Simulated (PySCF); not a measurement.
## Radial density of Ir⁺ (iridium, charge +1)

UHF, [Xe] 4f14 5d7 6s1, high-spin 5F determinant. Calculation: PySCF 2.14, in cc-pVDZ-PP with ECP60MDF (4s4p3d1f, 38 functions); a scalar-relativistic core potential. This is the valence pseudo-density: the core potential removes the inner electrons and smooths the orbitals near the nucleus.

```tsv
r (bohr)	4πr²ρ (e/bohr)	4πr²(ρα − ρβ)
0.127	5.125e-05	0.0000
0.213	0.0007826	0.0001
0.359	0.06587	0.0063
0.604	3.616	0.2640
1.02	14.15	1.7834
1.71	6.188	2.0042
2.87	1.123	0.6820
4.83	0.07824	0.0663
8.13	0.001125	0.0011
```

Energies and moments cover only the electrons outside the core potential. Spin-orbit coupling, absent here, splits the open shell strongly.
